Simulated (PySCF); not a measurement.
# NMR data sheet: 2-methyl-[1,2,4]diazaphospholo[1,5-a]pyridine

```
Formula                               : C7H7N2P
SMILES                                : Cc1nn2ccccc2p1
InChI                                 : InChI=1S/C7H7N2P/c1-6-8-9-5-3-2-4-7(9)10-6/h2-5H,1H3
Point group of the computed structure : C1
Carbon signals                        : 7
Proton signals                        : 5
```

Mapped SMILES: `[CH3:1][c:2]1[n:3][n:4]2[cH:5][cH:6][cH:7][cH:8][c:9]2[p:10]1`; H(Xn) means a hydrogen on atom n.

Level of theory: structure optimised with PBE0-D3(BJ)/def2-SVP, GIAO KT2/pcSseg-1 shieldings, in PySCF 2.14.0 with density-fitted response routines (fast rotation and ring inversion assumed for equivalent nuclei, one computed conformer, non-relativistic, gas phase).

Shifts are taken against calculated references (same method and geometry level): 1H and 13C against TMS; 31P vs H3PO4; 15N vs NH3.

| carbon | δC, type | δH (multiplicity) | HMBC from (2–3 bonds) | span of the C tensor (ppm) |
| --- | --- | --- | --- | --- |
| C1 | 20.8, CH3 | 2.83 (m) | – | 42 |
| C2 | 172.9, C | – | H(C1) | 227 |
| C5 | 128.2, CH | 8.56 (m) | H(C7), H(C6) | 154 |
| C6 | 109.0, CH | 6.54 (m) | H(C5), H(C8), H(C7) | 186 |
| C7 | 115.8, CH | 6.65 (m) | H(C5), H(C8), H(C6) | 198 |
| C8 | 122.5, CH | 7.81 (m) | H(C7), H(C6) | 201 |
| C9 | 160.2, C | – | H(C5), H(C8), H(C7) | 204 |

Other nuclei:
```csv
atoms,nucleus,environment,δ (ppm),σ (ppm)
P10,31P,"phosphorus bonded to 2 C, in a 5-membered ring",56.2,269.2
N3,15N,pyridine-type nitrogen of an azole,334.4,-70.1
N4,15N,pyrrole-type ring nitrogen,263.8,0.5
```

δC 172.9: substituted aromatic carbon next to a ring nitrogen. δC 160.2: ring-fusion aromatic carbon. δC 128.2: aromatic CH next to a ring nitrogen. δC 122.5, 115.8, 109.0: aromatic CH. δH 8.56: hydrogen on an aromatic CH next to a ring nitrogen; ring current plus the neighbouring ring nitrogen.

Splittings by 31P in the carbon and heteronuclear signals aren't shown, as no couplings were computed. Shifts are as computed. Against solution values, carbons near 30 ppm lie about +2 ppm off and those near 130 ppm about -5 ppm. Of 1211 compounds with measured shifts, 218 miss one by over three times the rms of a fit or turn the order of signals round; such compounds aren't used in these exercises. Experimental scales use liquid or dissolved standards, which lie at an offset from isolated NH3 (liquid NH3: subtract about 20 ppm) and H3PO4. Unscaled 15N shifts of sp2 nitrogen come out 20 to 40 ppm too high even then. No couplings were computed; multiplicities are counted from neighbouring protons, with m where these are inequivalent, close in shift, in a saturated or five-membered ring or joined by F or P, and br s for small geminal =CH2 splittings.
